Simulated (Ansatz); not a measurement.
Relaxation of C$_{2}$H$_{5}$AlN$_{2}$ (10 atoms, charge 0, multiplicity 1), to a largest force component of 0.02 eV/Å in at most 50 steps.

All numbers below come from RKS PBE-D4/def2-SVP in Ansatz.

```xyz
10
Properties=species:S:1:pos:R:3
N 1.913 -0.984 -2.073
C 0.963 -0.705 -1.040
C 0.160 -0.496 -0.152
Al -0.980 -0.156 1.308
N -1.928 1.519 1.431
H 2.231 -1.887 -2.251
H 2.195 -0.151 -2.697
H -1.303 -1.288 2.386
H -1.612 1.973 2.390
H -1.555 2.125 0.701
```

Question: Where does it end, and by what steps?

Answer: The run converged. After 12 steps the energy has fallen by 0.866 eV; H9 moved furthest, 0.67 Å.

| step | energy less start (eV) | largest force component (eV/Å) | accepted |
| --- | --- | --- | --- |
| 0 | 0.0000 | 5.031 | yes |
| 1 | -0.5654 | 1.646 | yes |
| 2 | -0.6762 | 1.680 | yes |
| 3 | -0.8102 | 1.034 | yes |
| 4 | -0.8161 | 1.029 | yes |
| 5 | -0.7142 | 1.587 | no |
| 6 | -0.8393 | 0.523 | yes |
| 7 | -0.8557 | 0.181 | yes |
| 8 | -0.8640 | 0.055 | yes |
| 9 | -0.8550 | 0.862 | no |
| 10 | -0.8656 | 0.038 | yes |
| 11 | -0.8656 | 0.033 | yes |
| 12 | -0.8658 | 0.003 | yes |

```xyz
10
Properties=species:S:1:pos:R:3
N 1.983 -0.950 -2.026
C 1.091 -0.692 -1.062
C 0.299 -0.440 -0.136
Al -0.889 -0.109 1.303
N -1.595 1.518 1.507
H 2.145 -1.932 -2.268
H 2.002 -0.322 -2.834
H -1.304 -1.230 2.358
H -2.238 1.783 2.256
H -1.411 2.324 0.904
```

Run time: 14 s on 2 threads of Intel(R) Xeon(R) 6975P-C (Granite Rapids), on a shared host, peak memory 0.15 GiB.
